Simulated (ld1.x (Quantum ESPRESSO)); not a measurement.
**Configuration tests for Ti (ultrasoft)**

- Element: titanium
- Generator: ld1.x (Quantum ESPRESSO) 7.5
- Type: ultrasoft
- Functional: LDA (PZ)
- Relativity: fully relativistic
- Frozen core: [Ar]
- Valence charge: 4
- Reference configuration: 3d2 4s2 4p0
- Partial waves: 4s (bound): rcut 2.70, rcutus 3.60 bohr; 4s channel at 0.8 Ry: rcut 2.70, rcutus 3.60 bohr; 4p (bound, empty): rcut 3.30, rcutus 4.45 bohr; 4p channel at 0.45 Ry: rcut 3.30, rcutus 4.45 bohr; 3d (bound): rcut 2.00, rcutus 2.55 bohr; 3d channel at 4.25 Ry: rcut 2.00, rcutus 2.55 bohr
- Local potential: all-electron potential smoothed inside 2.75 bohr (lloc = -2)
- Core correction: a·sin(br)/r model core inside 2.25 bohr
- Augmentation charge: PSQ, inside the norm-conserving radii

Open shells are filled in proportion to 2j + 1 (rel_dist='average').

Energies are relative to the spin-unpolarised reference configuration 3d2 4s2 4p0; without spin polarisation the order of configurations can differ from experiment. Not all tests gave a result: test run stopped at test 5 of 7 (negative rho), 1 before it not solved. Left out of the table: 3d2.5 4s1.5 4p0 (solver errors, printed error -63.7 eV).

| valence configuration | charge | ΔE all-electron (eV) | error AE − PS (meV) |
| --- | --- | --- | --- |
| 3d2 4s1 4p0 | +1 | 7.536 | -9.4 |
| 3d2 4s0 4p0 | +2 | 21.336 | -66 |
| 3d1 4s0 4p0 | +3 | 48.525 | -310 |

Levels in the configuration 3d1 4s0 4p0:

```json
{"level": "3d j=3/2", "all-electron (eV)": "-34.972", "pseudo (eV)": "-35.330"}
{"level": "3d j=5/2", "all-electron (eV)": "-34.907", "pseudo (eV)": "-35.267"}
```
